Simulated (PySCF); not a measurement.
**Continuum solvent and chemical shifts**

Bonds (- single, = double, # triple, : aromatic): C1=C2, C2-C3, C3-C4, C4:C5, C5:C6, C6:C7, C7-B8, B8-F9, B8-F10, C7:S11, S11:C4. C1 carries H12, H13; C2 carries H14; C3 carries H15, H16; C5 carries H17; C6 carries H18. H12 is cis to C3; H13 is trans to C3.

GIAO PBE0/pcSseg-1 in PySCF on one PBE0-D3(BJ)/def2-SVP conformer, non-relativistic, equivalent nuclei averaged. Solvents enter as an IEF-PCM continuum (chloroform with ε = 4.7, acetonitrile with ε = 35.7) around the gas-phase geometry. Shifts are referred to TMS, BF3·OEt2, CFCl3, CS2 computed in the same medium.

Gas phase, δ in ppm: C4 166.1, C6 148.3, C2 147.7, C5 131.8, C7 131.3, C1 123.0, C3 39.9, B8 22.4, F9/F10 -89.3, S11 254.6, H18 7.78, H17 7.01, H14 6.06, H12 5.41. Dipole moment 3.17 D.

(1) How does each δ change in the continuum?

(2) Which of the listed nuclei move most (in ppm), and what does the model miss?

Results:

(1) 
```
 atoms                                          environment  Δδ, chloroform  Δδ, acetonitrile
    C4  substituted aromatic carbon next to the ring sulfur            +2.8              +3.7
    C6                                          aromatic CH            +2.1              +3.0
    C2                                            alkene CH            +1.7              +2.4
    C5                                          aromatic CH            +1.6              +2.3
    C7  substituted aromatic carbon next to the ring sulfur            -0.9              -1.1
    C1                                 terminal =CH2 carbon            +0.9              +1.3
    C3                          sp3 CH2 on an aromatic ring            +0.2              +0.2
    B8                               boron bonded to C, 2 F            +0.5              +0.6
F9/F10                                 fluorine bonded to B            -1.6              -1.9
   S11                                 aromatic ring sulfur            -3.0              -4.2
   H18                           hydrogen on an aromatic CH           +0.17             +0.23
   H17                           hydrogen on an aromatic CH           +0.22             +0.32
   H14                             hydrogen on an alkene CH           +0.09             +0.13
   H12                   hydrogen on a terminal =CH2 carbon           +0.12             +0.18
```

Changes are relative to the gas phase. The dipole moment becomes 3.74 D in chloroform, 3.95 D in acetonitrile.

(2) S11 (aromatic ring sulfur, -4.2 ppm) in acetonitrile. A continuum only polarises the solute; specific hydrogen bonds, the anisotropy of aromatic solvents and changes of geometry or conformer are outside it.
